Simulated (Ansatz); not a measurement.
H₅Sn, SMILES [SnH5-], charge -1.

Coordinates come from a B3LYP-D3(BJ)/def2-TZVPD optimisation. The def2 effective core potentials stand for the cores of Sn; spin–orbit coupling is left out.

Two levels are set side by side: PBE/def2-TZVPD (Ansatz, an electronic-structure program) and ωB97X-V/def2-TZVPD (Ansatz). Energy differences of separate SCF runs at the same geometry; the states with an electron removed or added have multiplicity 2. Differences are taken from unrounded values.

```
quantity                           ωB97X-V
---------------------------------  -------
vertical ionisation energy (eV)       2.50
vertical singlet–triplet gap (eV)     3.34
```

Question: What does PBE give, and how far is it from ωB97X-V? (An estimate is asked for; the answer gives what the named calculation found.)

Answer: 
```csv
quantity,PBE,PBE minus ωB97X-V
vertical ionisation energy (eV),2.09,-0.41
vertical singlet–triplet gap (eV),2.51,-0.83
```
